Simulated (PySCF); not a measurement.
## Be (beryllium, neutral) across methods

[He] 2p2, high-spin 3P determinant (an excited configuration). Computed with PySCF 2.14 in aug-cc-pVDZ-DK (4s3p2d, 23 functions), with scalar relativity by spin-free X2C-1e.

| method | E (hartree) | mean ε 1s α (eV) | mean ε 1s β (eV) | mean ε 2p α (eV) | Σ⟨r²⟩ (bohr²) | ⟨S²⟩ |
| --- | --- | --- | --- | --- | --- | --- |
| UHF | -14.33693 | -130.85 | -130.49 | -6.017 | 21.92 | 2.000 |
| r2SCAN | -14.4261 | -110.65 | -110.33 | -3.506 | 20.91 | 2.000 |
| PBE0 | -14.4076 | -113.97 | -113.58 | -4.130 | 20.95 | 2.000 |
| PBEsol | -14.3134 | -107.20 | -106.84 | -3.320 | 21.03 | 2.000 |
| LDA | -14.2252 | -106.45 | -106.08 | -3.338 | 21.00 | 2.000 |
| PBE | -14.4106 | -108.13 | -107.74 | -3.383 | 20.87 | 2.000 |
| B3LYP | -14.4401 | -113.11 | -112.83 | -3.889 | 20.80 | 2.000 |
| wB97M-V | -14.4188 | -116.86 | -116.53 | -5.653 | 21.39 | 2.000 |

Question: Estimate the same row for BLYP.

Answer: E (hartree) = -14.4361; mean ε 1s α (eV) = -108.45; mean ε 1s β (eV) = -108.19; mean ε 2p α (eV) = -3.140; Σ⟨r²⟩ (bohr²) = 20.86; ⟨S²⟩ = 2.000.
